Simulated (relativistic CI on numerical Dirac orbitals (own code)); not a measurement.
## Energy levels of Re XXXIX

Calculated at this level of theory: Dirac-Coulomb-Breit CI, orbitals from a KLI potential per configuration, QED by a radiative potential, unscaled Slater integrals (own radial code, finite nucleus).

Configuration list (outside the closed core [Ar] 3d10): 4s2.4p6.4d, 4s2.4p6.4f, 4s2.4p5.4d2, 4s.4p6.4d2, 4s2.4p5.4d.4f, 4s.4p6.4d.4f, 4s2.4p6.5s, 4s2.4p6.5p, 4s2.4p6.5d, 4p6.4d3, 4p5.4d4, 4p5.4d3.4f, 4s.4p6.4f2, 4s.4p5.4f3, 4p6.4f3. Double excitations out of closed p, d and f shells are left out; levels of such configurations are missing from the list, as are those of other unlisted configurations, and high levels can miss mixing partners.

The lowest level is 4s2.4p6.4d 2D_3/2, with 100 % of that term; Hund's rules for 4s2.4p6.4d give 2D with J = 3/2, in agreement.

```tsv
No.	Configuration	Term	J	E (eV)	%	Landé g	Lifetime (s)
1	4s2.4p6.4d	2D	3/2	0.000	100	0.795	
2	4s2.4p6.4d	2D	5/2	20.548	100	1.196	2.05e-05
3	4p5.4d2(3F)	4D°	3/2	156.021	46	0.993	7.02e-10
4	4p5.4d2(3F)	4D°	1/2	156.194	87	0.108	2.52e-10
5	4p5.4d2(3F)	4F°	5/2	159.532	37	1.023	3.39e-10
6	4p5.4d2(3F)	4G°	7/2	161.367	33	1.022	3.06e-08
7	4p5.4d2(3P)	4P°	3/2	168.991	29	1.355	2.76e-09
8	4p5.4d2(3F)	4D°	5/2	173.813	48	1.297	9.78e-09
9	4p5.4d2(3F)	4G°	9/2	176.915	71	1.177	2.45e-05
10	4p5.4d2(3P)	4D°	7/2	177.268	43	1.279	2.19e-10
11	4p5.4d2(3F)	4D°	3/2	179.533	41	1.078	9.71e-11
12	4p5.4d2(3P)	4P°	5/2	180.045	40	1.217	3.65e-10
13	4p5.4d2(1G)	2H°	11/2	181.218	58	1.163	2.29e-03
14	4p5.4d2(3F)	2G°	7/2	182.360	45	1.064	1.12e-07
15	4p5.4d2(3P)	4P°	1/2	184.445	34	1.656	3.35e-08
16	4p5.4d2(1G)	2F°	7/2	186.911	37	1.166	6.09e-08
17	4p5.4d2(3P)	4D°	5/2	187.520	41	1.213	9.55e-11
18	4p5.4d2(3P)	2D°	3/2	188.829	31	1.390	3.03e-09
19	4p5.4d2(1G)	2G°	9/2	189.610	56	1.129	1.16e-04
20	4p5.4d2(1G)	2F°	5/2	194.426	53	0.878	4.75e-12
21	4p5.4d2(3F)	4G°	11/2	197.928	58	1.192	1.36e-05
22	4p5.4d2(3P)	2D°	3/2	200.230	35	0.853	1.72e-12
23	4p5.4d2(1D)	2D°	5/2	200.441	52	1.209	1.84e-09
24	4p5.4d2(1D)	2F°	7/2	200.640	42	1.216	3.48e-11
25	4p5.4d2(1G)	2G°	9/2	203.124	48	1.167	8.88e-06
26	4p5.4d2(1D)	2P°	1/2	205.318	68	1.056	4.79e-12
27	4p5.4d2(3P)	2P°	1/2	210.286	55	0.772	1.32e-12
28	4p5.4d2(1D)	2F°	7/2	212.263	39	1.176	3.57e-11
29	4p5.4d2(1S)	2P°	3/2	217.140	60	1.265	9.09e-10
30	4p5.4d2(1S)	2P°	3/2	225.901	43	1.353	1.37e-12
31	4p5.4d2(3F)	2D°	5/2	225.938	35	1.077	8.35e-13
32	4s2.4p6.4f	2F°	5/2	228.520	47	0.924	1.06e-12
33	4s2.4p6.4f	2F°	7/2	230.003	62	1.110	1.54e-12
34	4p5.4d2(3F)	2F°	5/2	263.068	47	0.765	6.89e-13
35	4p5.4d2(3F)	4G°	7/2	275.883	46	1.017	3.76e-10
36	4p5.4d2(3P)	2D°	5/2	277.284	30	1.062	1.40e-11
37	4p5.4d2(3P)	4D°	3/2	278.684	39	1.074	9.93e-12
38	4p5.4d2(3P)	4D°	1/2	279.695	43	1.312	6.79e-12
39	4p5.4d2(3P)	2P°	1/2	280.332	55	1.065	5.01e-13
40	4p5.4d2(1G)	2H°	9/2	281.697	46	1.038	1.13e-07
41	4p5.4d2(3F)	2D°	3/2	287.911	67	0.863	2.38e-13
42	4p5.4d2(3F)	4D°	7/2	296.525	45	1.279	2.78e-12
43	4p5.4d2(1D)	2P°	3/2	301.327	34	1.200	4.10e-12
44	4p5.4d2(3F)	2G°	9/2	301.528	43	1.105	1.05e-07
45	4p5.4d2(3F)	2D°	5/2	301.687	55	1.147	3.03e-13
46	4p5.4d2(1G)	2F°	7/2	303.684	63	1.058	4.00e-13
47	4p5.4d2(1D)	2F°	5/2	303.959	37	1.106	2.56e-10
48	4p5.4d2(3P)	2P°	3/2	304.149	57	1.463	3.93e-13
49	4p5.4d2(1S)	2P°	1/2	313.203	81	0.663	3.75e-11
50	4s.4d2(3F)	4F	3/2	353.597	46	0.481	1.04e-11
51	4s.4d2(3F)	4F	5/2	359.080	32	1.026	7.04e-12
52	4s2.4p5.4d.4f	4G	5/2	361.310	86	0.623	2.86e-11
53	4s.4d2(3P)	4P	1/2	364.084	37	2.336	1.18e-11
54	4s2.4p5.4d.4f	4G	7/2	367.092	60	0.930	2.30e-11
55	4s2.4p5.4d.4f	2I	11/2	369.627	41	0.976	3.63e-11
56	4s2.4p5.4d.4f	4D	1/2	371.440	73	0.264	2.68e-12
57	4s.4d2(3F)	4F	7/2	371.709	31	1.155	5.40e-12
58	4s2.4p5.4d.4f	4D	3/2	371.862	37	0.991	2.79e-12
59	4s2.4p5.4d.4f	4H	9/2	372.451	32	0.975	5.00e-11
60	4s2.4p5.4d.4f	4F	5/2	372.811	32	1.127	2.53e-12
61	4s2.4p5.4d.4f	4F	7/2	374.643	29	1.111	3.33e-12
62	4s.4d2(3P)	4P	3/2	376.073	41	1.598	7.98e-12
63	4s2.4p5.4d.4f	4G	9/2	376.375	49	1.181	3.79e-12
64	4s.4d2(3P)	4P	5/2	376.601	20	1.237	3.84e-12
65	4s2.4p5.4d.4f	2F	7/2	377.411	30	1.124	2.97e-12
66	4s2.4p5.4d.4f	2H	11/2	377.521	40	1.141	3.66e-12
67	4s2.4p5.4d.4f	4I	13/2	377.544	68	1.105	1.46e-11
68	4s2.4p5.4d.4f	2H	9/2	378.582	34	1.042	8.64e-12
69	4s2.4p5.4d.4f	2F	5/2	379.421	39	1.050	4.67e-12
70	4s2.4p5.4d.4f	2G	7/2	381.094	23	1.107	2.64e-12
```

Energies count from the lowest computed level; ° marks odd parity; lifetimes are radiative, by E1, M1, E2, M2, E3 decay to levels of this space only. Percentages are summed over parent terms; the parents shown are those of the largest component, closed shells are left out there.

The mean weight of the leading LS term, summed over parents, in these 70 levels is 48 %, and that of the leading jj configuration (from the same eigenvectors) 81 %, so jj coupling describes them better and the LS labels are nominal.

At this charge energies of transitions that change n are usually good to better than 1 %, and those within a shell (Δn = 0) to a few per cent.

LS names give the leading component of a level, which can be under half, so a name can repeat, a term be missing and a line seem to break the LS rules.
